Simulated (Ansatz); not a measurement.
Relaxation of W₂O₆ with RKS PBE-D4/def2-SVP.

```sh
$ ansatz run in.yaml --threads 4 --pin off --events-out ev --progress --plain --max-ram 8704MiB
```

```yaml
crystal:
  periodic: [false, false, false]
  atoms:
    - {symbol: W, position_ang: [0.885670, -0.606600, -0.620860]}
    - {symbol: W, position_ang: [-1.216020, 0.379340, 0.786280]}
    - {symbol: O, position_ang: [-2.854550, 0.690050, 0.529000]}
    - {symbol: O, position_ang: [-0.255560, -1.219780, 0.707840]}
    - {symbol: O, position_ang: [2.512480, -0.867950, -0.245650]}
    - {symbol: O, position_ang: [0.334260, 1.229570, -0.207270]}
    - {symbol: O, position_ang: [0.380660, -1.045880, -2.174780]}
    - {symbol: O, position_ang: [0.213050, 1.441260, 1.225450]}
basis:
  gaussian: {orbitals: def2-SVP}
hamiltonian: {xc: pbe, dispersion: d4}
scf: {lower_state_search: "off"}
output: {orbitals: {seedname: orbitals}}
relax: {f_tol: 0.02, max_steps: 100}
```

Hardware: 4 threads of Intel Xeon 6975P-C on a shared host. Wall time 12 s.

Positions (Å) and forces (eV/Å) at steps 1, 2, 3, 4, 5, 6, 7, 8, 9, 10, 12, 13 of 13:

```xyz
8
step=1 energy=-15917.8177 eV
W     0.886   -0.607   -0.621    0.066    0.640   -0.955
W    -1.216    0.379    0.786   -1.182   -1.306    0.545
O    -2.855    0.690    0.529   -2.144    0.603   -0.300
O    -0.256   -1.220    0.708   -1.371   -3.136    2.181
O     2.512   -0.868   -0.246    2.885   -0.680    0.377
O     0.334    1.230   -0.207    0.716    2.153   -3.218
O     0.381   -1.046   -2.175   -0.363   -0.849   -2.327
O     0.213    1.441    1.225    1.394    2.575    3.698
8
step=2 energy=-15918.6840 eV
W     0.902   -0.611   -0.652    0.359   -0.114   -0.681
W    -1.228    0.373    0.821    0.095   -0.152    0.184
O    -2.906    0.700    0.608    0.289   -0.031   -0.083
O    -0.313   -1.315    0.699   -0.518   -0.217    0.465
O     2.559   -0.951   -0.256   -0.215   -0.015   -0.124
O     0.341    1.312   -0.219    0.203    0.199   -1.879
O     0.473   -1.097   -2.260    0.183    0.051    0.320
O     0.172    1.589    1.259   -0.396    0.279    1.798
8
step=3 energy=-15918.8796 eV
W     0.878   -0.600   -0.655    0.279    0.107   -0.358
W    -1.192    0.363    0.865    0.588    0.601    0.318
O    -2.849    0.672    0.487    0.485   -0.059    0.026
O    -0.307   -1.340    0.746   -0.242    0.170    0.062
O     2.541   -0.966   -0.315   -0.297    0.075   -0.062
O     0.342    1.357   -0.219    0.265   -0.686   -1.813
O     0.435   -1.116   -2.246    0.052    0.086    0.274
O     0.152    1.630    1.337   -1.129   -0.294    1.552
8
step=4 energy=-15919.7506 eV
W     0.867   -0.606   -0.676    0.240    1.303    0.357
W    -1.141    0.378    0.906    2.055    2.863    1.470
O    -2.774    0.659    0.393    0.483    0.100    0.099
O    -0.300   -1.327    0.774   -0.113    0.271   -0.510
O     2.524   -0.965   -0.359    0.148    0.058   -0.218
O     0.339    1.347   -0.313    0.444   -2.877   -2.615
O     0.402   -1.143   -2.238   -0.102   -0.277   -0.415
O     0.082    1.656    1.515   -3.156   -1.442    1.832
8
step=5 energy=-15921.0824 eV
W     0.874   -0.615   -0.694   -0.078    1.182    0.434
W    -1.101    0.419    0.940    2.666    3.451    0.921
O    -2.720    0.665    0.344    0.457    0.384    0.368
O    -0.292   -1.289    0.772    0.025    0.357   -0.712
O     2.528   -0.957   -0.395    0.723    0.005   -0.263
O     0.335    1.280   -0.424   -0.462   -3.455   -1.136
O     0.379   -1.166   -2.234   -0.049   -0.518   -0.831
O    -0.005    1.663    1.692   -3.281   -1.406    1.218
8
step=6 energy=-15922.3006 eV
W     0.900   -0.639   -0.720   -0.542   -0.320    0.325
W    -1.063    0.486    0.963    2.290    1.813   -0.906
O    -2.680    0.698    0.356    0.029    0.668    0.508
O    -0.287   -1.229    0.737    0.124    0.062   -0.292
O     2.554   -0.943   -0.423    1.363   -0.076   -0.181
O     0.313    1.147   -0.515   -1.391   -1.253    0.601
O     0.382   -1.191   -2.249    0.051   -0.662   -1.105
O    -0.118    1.672    1.851   -1.925   -0.232    1.049
8
step=7 energy=-15923.2362 eV
W     0.919   -0.689   -0.752   -0.244   -0.787    0.244
W    -1.025    0.554    0.915    1.472    1.577   -0.883
O    -2.666    0.807    0.396    0.142    0.395    0.615
O    -0.293   -1.196    0.719    0.398   -0.137   -0.326
O     2.605   -0.883   -0.483    0.598   -0.028   -0.136
O     0.251    1.069   -0.539   -1.105   -0.343    0.496
O     0.432   -1.307   -2.275    0.150   -0.376   -0.568
O    -0.223    1.645    2.018   -1.413   -0.301    0.559
8
step=8 energy=-15923.7764 eV
W     0.938   -0.745   -0.785   -0.044   -0.259    0.135
W    -0.988    0.636    0.848    0.239    1.075    0.610
O    -2.673    0.899    0.512    0.380    0.041    0.240
O    -0.291   -1.157    0.703    0.375   -0.033   -0.357
O     2.643   -0.859   -0.529   -0.093   -0.066   -0.052
O     0.232    1.030   -0.591   -0.176   -0.042   -0.287
O     0.505   -1.411   -2.312    0.123   -0.169   -0.061
O    -0.366    1.608    2.153   -0.804   -0.547   -0.228
8
step=9 energy=-15923.9184 eV
W     0.922   -0.735   -0.857   -0.068    0.025    0.006
W    -0.956    0.719    0.834   -0.080   -0.085   -0.150
O    -2.656    0.958    0.629    0.160   -0.074   -0.064
O    -0.270   -1.089    0.639   -0.043   -0.019   -0.069
O     2.599   -0.847   -0.485    0.112   -0.023    0.028
O     0.192    1.059   -0.696   -0.062   -0.018   -0.085
O     0.614   -1.578   -2.333   -0.073    0.066    0.093
O    -0.444    1.513    2.270    0.054    0.127    0.240
8
step=10 energy=-15923.9299 eV
W     0.931   -0.727   -0.849   -0.034    0.023    0.027
W    -0.938    0.725    0.845    0.046   -0.024   -0.028
O    -2.630    0.910    0.563   -0.009    0.005    0.008
O    -0.242   -1.079    0.658    0.004   -0.006    0.002
O     2.618   -0.881   -0.524    0.009   -0.014   -0.016
O     0.214    1.070   -0.680    0.003    0.007   -0.002
O     0.541   -1.554   -2.312    0.007   -0.002    0.002
O    -0.495    1.537    2.300   -0.025    0.010    0.008
8
step=12 energy=-15923.9290 eV rejected
W     0.935   -0.715   -0.854    0.021   -0.052   -0.007
W    -0.932    0.735    0.839   -0.036   -0.007    0.046
O    -2.627    0.888    0.558    0.015    0.016   -0.020
O    -0.230   -1.064    0.659    0.001   -0.004    0.003
O     2.619   -0.905   -0.533   -0.004    0.026   -0.010
O     0.228    1.088   -0.681   -0.004   -0.023    0.016
O     0.524   -1.560   -2.300   -0.002    0.028   -0.005
O    -0.517    1.532    2.312    0.008    0.016   -0.022
8
step=13 energy=-15923.9304 eV
W     0.933   -0.725   -0.847    0.018   -0.014   -0.017
W    -0.934    0.725    0.846   -0.020    0.015    0.018
O    -2.624    0.900    0.551    0.000   -0.004   -0.007
O    -0.232   -1.077    0.667    0.004    0.009   -0.005
O     2.621   -0.893   -0.540    0.002    0.002    0.004
O     0.225    1.075   -0.673   -0.001   -0.008    0.007
O     0.527   -1.548   -2.308   -0.008    0.001   -0.001
O    -0.515    1.544    2.305    0.004   -0.001    0.001
```

In the def2 sets W takes a core potential; there is no spin–orbit coupling. The structure comes from a short search, and lower isomers may exist.
